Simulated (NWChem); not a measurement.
Molecule: C₂H₃B; SMILES BC#C

```xyz
6

B     -0.0045    -1.3955     0.0116
C     -0.0031     0.1130     0.0101
C     -0.0018     1.3340     0.0096
H     -0.0008     2.4100     0.0090
H      1.0402    -1.9998     0.0129
H     -1.0503    -1.9980     0.0110
```
Atoms are numbered in this order, from 1.

Program: NWChem. Pople sets run with spherical d functions. Structure relaxed at the PBE0/def2-SVP level. GIAO values for the isolated, static molecule; σ is the absolute isotropic shielding, δ = σ(reference) − σ with the isolated reference molecule computed at the same levels (11B: boron trifluoride, 13C: tetramethylsilane, 1H: tetramethylsilane).

| level | δ B1 (ppm) | δ C2 (ppm) | δ C3 (ppm) | δ H4 (ppm) | δ H5 (ppm) |
|---|---|---|---|---|---|
| LDA (Slater exchange, VWN5)/pcSseg-1 | 69.6 | 114.5 | 163.1 | 6.46 | 7.36 |
| PBE0/pcSseg-1 | 58.6 | 98.9 | 148.9 | 5.92 | 6.82 |
| Hartree-Fock/6-31G* | 53.9 | 68.9 | 138.1 | 6.03 | 6.56 |
